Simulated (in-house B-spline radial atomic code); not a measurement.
Ionising neutral xenon with different functionals

Computed with a B-spline radial code for spherical atoms: scalar-relativistic (spin-free X2C) Hamiltonian, Fermi nucleus of rms radius 4.7859 fm, spin-polarised at highest spin, spherical fractional occupations for the functionals, the average over the highest-spin determinants for Hartree-Fock. The ionisation energy is the difference of two self-consistent energies, [Kr] 4d10 5s2 5p6 → [Kr] 4d10 5s2 5p5, without Breit or QED terms; ε is the level of the shell that loses the electron (its least bound occupied spin orbital). There is no spin-orbit coupling in this Hamiltonian.

Hybrids are left out here: with spherical fractional occupations of an open shell their exact exchange keeps a self-interaction that integer-occupation calculations don't have.

```csv
method,rung,ΔSCF (eV),-ε(5p) (eV)
Hartree-Fock,Hartree-Fock,11.64,12.42
LDA VWN5,LDA,12.55,8.39
LDA PW92,LDA,12.55,8.39
LDA exchange-only,LDA,11.25,7.19
PBE,GGA,12.36,8.24
PBEsol,GGA,12.38,8.24
BLYP,GGA,12.20,8.05
RPBE,GGA,?,?
PW91,GGA,12.42,8.28
BP86,GGA,12.48,8.34
AM05,GGA,12.35,8.21
OLYP,GGA,12.25,8.12
TPSS,meta-GGA,12.46,8.35
SCAN,meta-GGA,12.66,8.58
r2SCAN,meta-GGA,12.67,8.59
revTPSS,meta-GGA,?,?
```

(1) What does revTPSS give?

(2) What does RPBE give?

(3) How do they compare with the NIST value?

## Answers

(1) ΔSCF 12.49 eV, and -ε(5p) = 8.38 eV.

(2) ΔSCF 12.32 eV, and -ε(5p) = 8.20 eV.

(3) NIST lists 12.130 eV (measured, ground level to ground level). Errors run from -0.88 to +0.54 eV; BLYP is closest (+0.07 eV), but part of that can be cancellation, since the calculations leave out spin-orbit coupling, Breit-QED terms, multiplet and fine-structure energies. Hartree-Fock also lacks correlation.
